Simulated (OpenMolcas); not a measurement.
**Ni⁶⁺: the spin-orbit constant, worked from levels**

```json
{
 "Program": "OpenMolcas 26.06",
 "Basis": "ANO-RCC-VTZP [6s5p3d2f1g]",
 "Scalar Hamiltonian": "DKH2, point nucleus",
 "Active space": "10 electrons in 8 orbitals (RAS1 3p, at most 2 holes; RAS2 3d)",
 "State averaging": "2S+1 = 5 even, 5 roots; 2S+1 = 3 even, 45 roots; 2S+1 = 1 even, 44 roots",
 "Spin-orbit coupling": "RASSI with atomic mean-field integrals over the reference wave functions, term energies averaged over their components"
}
```

Methods: RASSCF; MS-RASPT2, IPEA 0.25 Eh, imaginary shift 0.1 Eh (closed shells correlated: 3s). Measured levels: Corliss and Sugar, J. Phys. Chem. Ref. Data 10, 197 (1981).

**The spin-orbit constant.** For the Hund term 5D of d4, E(J) = (A/2) J(J+1) + constant and ζ = 2S·A = 4A. From J = 0 to J = 4 the energy changes by 10 A.

```json
{"Source": "RASSCF", "E(4) - E(0)": "2626.5", "A": "262.6", "ζ": "1051"}
{"Source": "MS-RASPT2", "E(4) - E(0)": "2619.6", "A": "262.0", "ζ": "1048"}
{"Source": "measured", "E(4) - E(0)": "2392.0", "A": "239.2", "ζ": "957"}
```

All in cm-1. MS-RASPT2 is off by +9.5 % and RASSCF by +9.8 %. Both methods take the spin-orbit matrix elements from the reference wave functions, so the second can move ζ only through the term energies and any multistate remixing. Second-order mixing with other terms is absorbed into this ζ.

Term energies are means over components that CASPT2 splits; among the terms shown or strongly mixed into the levels shown the widest spread is 53 cm-1 (3d4 5D, MS-RASPT2). Active for correlation alone: 3p; no level in the range computed is led by a configuration that opens it, so any true level of that kind is missing. Without dynamic correlation excited terms often stand tens of per cent too high (terms of higher spin than the ground term too low), and those without a measured partner can miss by more than the paired ones (holds for RASSCF). Computed and measured levels are paired by configuration, term and J; levels that our copy of the source lacks, or whose pairing is in doubt (as where it misses far off the trend of its configuration), stay unpaired and out of the deviations. Levels of configurations outside the active space are missing.
